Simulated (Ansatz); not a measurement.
Input for Ansatz (an electronic-structure program): R-wB97X-V/def2-TZVPP on H2S2Si (SMILES S[Si]S), a point of a torsion scan.

Ansatz 0.2 input:
```yaml
crystal:
  periodic: [false, false, false]
  atoms:
    - {symbol: S, position_ang: [1.65793507, -0.49882105, 0.05371446]}
    - {symbol: Si, position_ang: [-0.11271013, -1.18926633, -1.02795403]}
    - {symbol: S, position_ang: [-0.10419394, -3.26590708, -0.39959694]}
    - {symbol: H, position_ang: [1.58297415, 0.75182135, -0.37552392]}
    - {symbol: H, position_ang: [0.97099020, -3.24041886, 0.37523783]}
basis:
  gaussian:
    orbitals: def2-TZVPP
hamiltonian:
  xc: {name: wB97X-V}
scf: {lower_state_search: off}
```

Question: Predict the final total energy.

Answer: -1086.9717 hartree.
